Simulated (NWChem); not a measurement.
System: C₃H₄F₂O; SMILES C(OC)=C(F)F

```xyz
10

C      0.1482    -2.5524     0.0682
O     -0.3805    -1.3160    -0.3817
C      0.4849    -0.2695    -0.2746
C      0.0634     0.9562     0.0901
F     -1.1797     1.2645     0.4299
F      0.8573     2.0230     0.0987
H     -0.6120    -3.3276    -0.1439
H      0.3608    -2.5400     1.1616
H      1.0894    -2.8162    -0.4696
H      1.5477    -0.4154    -0.5382
```
Atoms are numbered in this order, from 1.

Results from NWChem. Structure relaxed at the PBE-D3(BJ)/def2-SVP level. Level: PBE0/def2-SVP with SMD (1 M gas to 1 M solution), gas-phase geometry.

| solvent | dielectric constant | solvation free energy (kcal/mol) | cavity-dispersion-structure term (kcal/mol) | dipole in solution (D) |
|---|---|---|---|---|
| water | 78.4 | 0.5 | 5.4 | 3.28 |
| 1,4-dioxane | 2.21 | -0.1 | 1.8 | 2.89 |
| 1-octanol | 9.86 | -1.3 | 2.9 | 3.20 |
| ethylene glycol | 40.2 | 0.6 | 5.4 | 3.27 |
| ethanol | 24.9 | -2.0 | 2.5 | 3.25 |
| toluene | 2.37 | -1.3 | 0.7 | 2.91 |
